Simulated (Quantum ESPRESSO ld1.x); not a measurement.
Neutral nickel, 28 electrons, occupied as [Ar] 3d8 4s2. Calculated with ld1.x of Quantum ESPRESSO 7.5: scalar-relativistic Kohn-Sham, LDA (Slater exchange, Perdew-Wang correlation), spin-polarised, spherical densities, point nucleus; open shells are filled with parallel spins first.

X-ray form factor f0, the Fourier transform of the density (f0(0) = 28):

| sin(theta)/lambda (1/angstrom) | f0 (electrons) |
|---|---|
| 0.05 | 27.382 |
| 0.1 | 25.848 |
| 0.15 | 23.963 |
| 0.2 | 22.071 |
| 0.25 | 20.273 |
| 0.3 | 18.579 |
| 0.4 | 15.517 |
| 0.5 | 12.956 |
| 0.6 | 10.941 |
| 0.8 | 8.336 |
| 1 | 6.955 |
| 1.25 | 5.933 |
| 1.5 | 5.115 |
| 2 | 3.635 |
